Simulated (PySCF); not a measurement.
SnH₂FBr, SMILES [F][SnH2][Br]. Geometry: PBE-D3(BJ)/def2-SVP. The def2 effective core potentials stand for the cores of Sn; spin–orbit coupling is left out.

The numbers are results of PySCF 2.14.0 with PBE-D3(BJ)/def2-SVP, not measurements.

Harmonic wavenumbers (cm⁻¹): 127, 257, 402, 491, 609, 624, 638, 1867, 1897. Rotational constants (GHz): 8.582, 1.412, 1.239; symmetry number 1.

### Question
Work out the zero-point energy and the ideal-gas rigid-rotor harmonic-oscillator thermochemistry at 298.15 K and 1 atm.

### Answer
ZPE = ½ Σ hcν = ½ × 6911 cm⁻¹ = 9.88 kcal/mol. H − E(el) = 13.60 kcal/mol. Entropy in cal/(mol K): translation 42.06, rotation 27.46, vibration 7.54, total 77.07. G − E(el) = -9.38 kcal/mol. Cp = 17.35 cal/(mol K). Modes under 150 cm⁻¹ make the vibrational entropy uncertain.
